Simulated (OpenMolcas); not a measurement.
Ni3+ with 4 ligands (chloride) in tetrahedral coordination (Td) at 2.23 Å. A charge of +0.25 e stands 2.6 Å behind each ligand. Ligand basis ANO-RCC-VDZP.

```
Program             : OpenMolcas 26.06
Method              : CASSCF
Basis               : ANO-RCC-VDZP [5s4p2d1f]
Scalar Hamiltonian  : DKH2, point nucleus
Active space        : 7 electrons in 5 orbitals (3d)
State averaging     : 2S+1 = 4 even, 10 roots; 2S+1 = 2 even, 40 roots
Spin-orbit coupling : RASSI with atomic mean-field integrals over the reference wave functions
```

**Question.** What is the spin-free ground state (labels of Td)?

**Answer.** 4A2, 1-fold in its orbital part; it has the highest spin that d7 allows.

**Question.** Where is the first state of the same spin?

**Answer.** 4T2 at 3980 cm-1 above the ground state.

**Question.** What are the lowest two levels with spin-orbit coupling?

**Answer.** A 4-fold level Γ8, then a 4-fold level Γ8 3784 cm-1 above it. Their leading multiplicities are 4 (100 %) and 4 (100 %).

**Question.** What is χT at 300 K, and how does it compare with the textbook value?

**Answer.** The lowest level has 2S+1 = 4, for which the spin-only value is χT = S(S+1) / 2 = 1.875 cm3 K/mol (g = 2). The computed 2.701 at 300 K differs by +0.826, through orbital momentum, spin-orbit coupling and any other state in reach.

Without dynamic correlation the repulsion within the d shell is too large (B by tens of per cent), so at a given field states of lower spin stand too high. Ligand-to-metal charge-transfer states are missing. With no ligand orbital active B as a rule stays too high, so bands that hang on it stand too high and its fall with covalency is understated. With metal d orbitals alone and no dynamic correlation the field as a rule comes out too small, by tens of per cent, by up to half for chloride and softer ligands, and the orbital part of g and χT, which goes as 1/10Dq, too large. No measured value stands beside these numbers; the geometry was imposed, not optimised, and the real ion may take another.
